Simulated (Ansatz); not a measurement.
Species: sum formula InClF₂, charge 0, multiplicity 1. SMILES: [F][In]([F])[Cl]
Geometry from a B3LYP-D3(BJ)/def2-TZVP (Ansatz, an electronic-structure program) optimisation:
```
In
F 1 1.9364
F 1 1.9364 2 114.76
Cl 1 2.2976 2 122.62 3 180.00
```
Charge 0, spin multiplicity 1.

Parts of the frozen-core correlation energy in def2-QZVPPD (Ansatz, hartree). Frozen orbitals: 16; correlated occupied orbitals by spin: 12 and 12; virtual: 271 and 271. No spin-orbit coupling. In def2 rows, elements after Kr have scalar-relativistic effective core potentials.

```csv
term,value
reference (HF),-847.82504
MP2 opposite-spin,-0.62994
MP2 same-spin,(withheld)
CCSD correlation,(withheld)
(T),(withheld)
T1 diagnostic,0.013
largest doubles amplitude,0.020
```

**Question.** What belongs in the gaps?

**Answer.** 
- MP2 same-spin, value: -0.21186
- CCSD correlation, value: -0.84587
- (T), value: -0.03181
